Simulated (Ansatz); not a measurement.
`C[SiH2][NH][AlH2]` → `C[SiH](N)[AlH2]`  (isomerisation)

Gas-phase electronic energies from Ansatz, PBE0-D4/def2-TZVP geometries. CBS: MP2 limit from def2 TZ/QZ plus the TZ coupled-cluster correction, frozen cores. Functionals use def2-TZVPP. B3LYP here is the variant with VWN-RPA as its local correlation; programs differ in this. Each species was taken in one conformer, which may not be the lowest.

```
             level  ΔE (kcal/mol)  difference from CCSD(T)/CBS
            PBE-D4           25.0                         -4.7
         r2SCAN-D4           29.2                         -0.5
           PBE0-D4           26.0                         -3.7
          B3LYP-D4           29.3                         -0.4
           ωB97X-V           28.7                         -1.0
           ωB97M-V           30.5                          0.8
            B2PLYP           30.5                          0.8
               PBE           24.9                         -4.8
            r2SCAN           29.2                         -0.5
              PBE0           25.9                         -3.8
             B3LYP           29.1                         -0.6
     HF/def2-TZVPP           31.5                          1.8
    MP2/def2-TZVPP           32.0                          2.3
SCS-MP2/def2-TZVPP           32.0                          2.3
   CCSD/def2-TZVPP           30.0                          0.3
CCSD(T)/def2-TZVPP           30.0                          0.3
     HF/def2-QZVPP           31.8                          2.1
    MP2/def2-QZVPP           32.0                          2.3
SCS-MP2/def2-QZVPP           31.9                          2.2
      HF/CBS(def2)           31.9                          2.2
     MP2/CBS(def2)           31.7                          2.0
    CCSD/CBS(def2)           29.7                          0.0
       CCSD(T)/CBS           29.7                            0
```

Largest T1 diagnostic among the species: 0.011.

From PBE to PBE0 (25 % exact exchange), in def2-TZVPP and without D4, ΔE moves by +1.0 kcal/mol.
